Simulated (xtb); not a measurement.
In(H)(Cl)(OH) (ClH2InO), SMILES [OH][InH][Cl]. All values are semi-empirical tight-binding results from xtb (GFN2-xTB unless named), good for trends rather than for accurate numbers. Coordinates come from a GFN2-xTB optimisation. The values are those of a single conformer.

For metal compounds this method's bond lengths and energies can be far off.

* **point group as xtb finds it**: Cs
* **orbital gap**: 3.97 eV
* **zero-point energy**: 11.0 kcal/mol
* **G − E(el) at 298.15 K (modified RRHO)**: -7.8 kcal/mol
